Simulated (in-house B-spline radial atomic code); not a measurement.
A run on Rh (an excited or competing configuration) that did not converge. Method: scalar-relativistic (X2C) wB97X, spin-polarised, spherical fractional occupations, exact exchange averaged over the configuration, Fermi nucleus of rms radius 4.4945 fm; computed with an all-electron radial atomic-structure program (B-spline basis).

Command:
```bash
python run_scf.py task.json out
```
Settings (nuclear radius in fm, mass in u):
```
Z                45
configuration    [Ar] 3d10 4s2 4p5 4d8 5s1 6f1
hamiltonian      x2c
method           wb97x
spin_polarised   True
nucleus          fermi
rms_radius       4.4945
atomic_mass      102.90549
speed_of_light   137.035999084
exact_exchange   averaged over the configuration
```

First and last ten iterations of the last attempt (damped for 15 steps, keeping 80 % of the old Fock matrix, then DIIS):
```
 iter        energy (Eh)    residual
    1       -4777.029770    4.54e-01
    2       -4778.800910    2.59e-01
    3       -4780.354270    1.73e-01
    4       -4781.110910    1.13e-01
    5       -4781.468280    7.15e-02
    6       -4781.625774    4.85e-02
    7       -4781.694244    3.30e-02
    8       -4781.723644    2.30e-02
    9       -4781.736255    1.77e-02
   10       -4781.741357    1.38e-02
  111       -4781.746912    4.65e-04
  112       -4781.746908    2.74e-04
  113       -4781.746491    7.07e-04
  114       -4781.746990    1.35e-04
  115       -4781.746965    1.69e-04
  116       -4781.747011    1.79e-04
  117       -4781.746973    1.65e-04
  118       -4781.747002    2.99e-04
  119       -4781.747081    2.28e-04
  120       -4781.746998    1.36e-04
 not converged after 120 iterations
```

The smallest residual met was 1.4e-04; the threshold is about 4e-07. No energy from this run should be used. Time taken, with all properties: 20 s on 1 thread of Intel(R) Xeon(R) 6975P-C, with other jobs on the host.
